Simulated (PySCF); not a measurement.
**The second ionisation energy along the third row**

Calculated with PySCF 2.14 from differences of total energies of unrestricted determinants, without spin-orbit coupling. Values in eV. The last column holds reference values (NIST; (s) semi-empirical, (t) theoretical, else measured). Unmarked ones compare directly (S terms, centres of terms, or small fine structure); those marked * lie between the lowest fine-structure levels and include a spin-orbit shift.

```json
{"element": "Mg (def2-QZVPPD, non-relativistic)", "configurations": "[Ne] 3s1 → [Ne]", "UHF": "14.723", "CCSD(T) (valence)": "n/a", "SCS-MP2 (valence and next inner shell)": "14.912", "CCSD (valence and next inner shell)": "14.975", "CCSD(T) (valence and next inner shell)": "14.984", "PBE0": "15.232", "reference": "15.035"}
{"element": "Al (def2-QZVPPD, non-relativistic)", "configurations": "[Ne] 3s2 → [Ne] 3s1", "UHF": "17.521", "CCSD(T) (valence)": "18.618", "SCS-MP2 (valence and next inner shell)": "18.640", "CCSD (valence and next inner shell)": "18.722", "CCSD(T) (valence and next inner shell)": "18.757", "PBE0": "18.653", "reference": "18.829"}
{"element": "Si (def2-QZVPPD, non-relativistic)", "configurations": "[Ne] 3s2 3p1 → [Ne] 3s2", "UHF": "15.846", "CCSD(T) (valence)": "16.274", "SCS-MP2 (valence and next inner shell)": "16.125", "CCSD (valence and next inner shell)": "16.242", "CCSD(T) (valence and next inner shell)": "16.269", "PBE0": "16.437", "reference": "16.322"}
{"element": "P (def2-QZVPPD, non-relativistic)", "configurations": "[Ne] 3s2 3p2 → [Ne] 3s2 3p1", "UHF": "19.169", "CCSD(T) (valence)": "19.722", "SCS-MP2 (valence and next inner shell)": "19.573", "CCSD (valence and next inner shell)": "19.687", "CCSD(T) (valence and next inner shell)": "19.725", "PBE0": "19.820", "reference": "19.769 (s) *"}
{"element": "S (def2-QZVPPD, non-relativistic)", "configurations": "[Ne] 3s2 3p3 → [Ne] 3s2 3p2", "UHF": "22.723", "CCSD(T) (valence)": "23.354", "SCS-MP2 (valence and next inner shell)": "23.209", "CCSD (valence and next inner shell)": "23.314", "CCSD(T) (valence and next inner shell)": "23.359", "PBE0": "23.382", "reference": "23.338 *"}
{"element": "Cl (def2-QZVPPD, non-relativistic)", "configurations": "[Ne] 3s2 3p4 → [Ne] 3s2 3p3", "UHF": "22.593", "CCSD(T) (valence)": "23.642", "SCS-MP2 (valence and next inner shell)": "23.598", "CCSD (valence and next inner shell)": "23.619", "CCSD(T) (valence and next inner shell)": "23.657", "PBE0": "23.839", "reference": "23.771"}
{"element": "Ar (def2-QZVPPD, non-relativistic)", "configurations": "[Ne] 3s2 3p5 → [Ne] 3s2 3p4", "UHF": "26.369", "CCSD(T) (valence)": "27.508", "SCS-MP2 (valence and next inner shell)": "27.513", "CCSD (valence and next inner shell)": "27.476", "CCSD(T) (valence and next inner shell)": "27.521", "PBE0": "27.605", "reference": "27.630 *"}
```

```csv
method,elements,mean error (eV),mean absolute error (eV),largest error (eV)
UHF,4,-0.819,0.819,-1.308
CCSD(T) (valence),3,-0.129,0.129,-0.210
SCS-MP2 (valence and next inner shell),4,-0.171,0.171,-0.197
CCSD (valence and next inner shell),4,-0.100,0.100,-0.152
CCSD(T) (valence and next inner shell),4,-0.072,0.072,-0.114
PBE0,4,0.051,0.139,0.196
```

Errors include the incompleteness of the basis and the frozen core.

"Valence" correlates the outer s and p shells and, in groups 3 to 12 and the f block, the outer d or f shell, open or full, or the next shell where the ion has no valence electron left; the wider scheme adds the next inner shell.
